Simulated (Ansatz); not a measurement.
System: SiN (charge 0, doublet). 
Structure (B3LYP-D3(BJ)/def2-TZVP (Ansatz, a program for electronic structure) minimum search):
SMILES: [N+]#[Si-]
```xyz
2

N      0.0000     0.0000    -1.0450
Si     0.0000     0.0000     0.5225
```
Charge 0, spin multiplicity 2.

Basis-set convergence of Hartree-Fock and CCSD(T) correlation energies (hartree) with Ansatz. Cores are frozen in the correlated levels unless marked. UHF or UKS for open shells. Spin-orbit coupling is left out. No relativistic terms.

The UHF reference is spin-contaminated (<S^2> 0.42 over the pure value in the largest basis). The T1 diagnostic of CCSD in the largest basis is 0.079, which is high, so the coupled-cluster rows are less sure than usual.

```json
[
 {"basis": "cc-pV(D+d)Z", "functions": "37", "E(HF)": "-343.27731", "E(corr, CCSD(T))": "-0.25045"},
 {"basis": "cc-pV(T+d)Z", "functions": "69", "E(HF)": "-343.30433", "E(corr, CCSD(T))": "-0.29886"},
 {"basis": "cc-pV(Q+d)Z", "functions": "119", "E(HF)": "-343.31116", "E(corr, CCSD(T))": "-0.31495"}
]
```

Extrapolating the two largest sets (X = 3 and 4) as X^-3: E(corr) = (64·(-0.31495) - 27·(-0.29886))/37 = -0.3267 Eh, an estimate of the basis-set limit. The largest set recovers 96.4 % of it, the smallest 76.7 %.
